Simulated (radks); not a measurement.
Values are calculated unless marked as measured or tabulated.
Question: Ionisation of the ytterbium ion Yb2+, [Xe] 4f14, to Yb3+, [Xe] 4f13, under several functionals. Non-relativistic Kohn-Sham, spin-polarised, spherical densities, point nucleus; open shells are filled with parallel spins first (spin-orbit coupling, left out, can overturn this in heavy ions); a radial shooting solver on a logarithmic mesh with Libxc functionals. The NIST Atomic Spectra Database gives 25.05 eV (semi-empirical). Rank these functionals by the error of their Delta-SCF ionisation energy: exchange-only B88; LDA (Slater exchange, Perdew-Wang correlation); RPBE; PW91; BLYP; SCAN; revTPSS; B86b exchange with PBE correlation; Tao-Mo meta-GGA; LDA (Slater exchange, Perdew-Zunger correlation); BP86.

Answer: From best to worst: exchange-only B88 29.464 eV (+4.411); Tao-Mo meta-GGA 30.539 eV (+5.486); revTPSS 30.629 eV (+5.576); BLYP 30.673 eV (+5.620); RPBE 30.770 eV (+5.717); SCAN 30.816 eV (+5.763); B86b exchange with PBE correlation 30.862 eV (+5.809); PW91 30.946 eV (+5.893); BP86 30.954 eV (+5.901); LDA (Slater exchange, Perdew-Wang correlation) 31.213 eV (+6.160); LDA (Slater exchange, Perdew-Zunger correlation) 31.215 eV (+6.162). Relativity is left out here, which matters for elements this heavy. Open shells are spherical and high-spin; term and fine-structure splittings are not resolved.
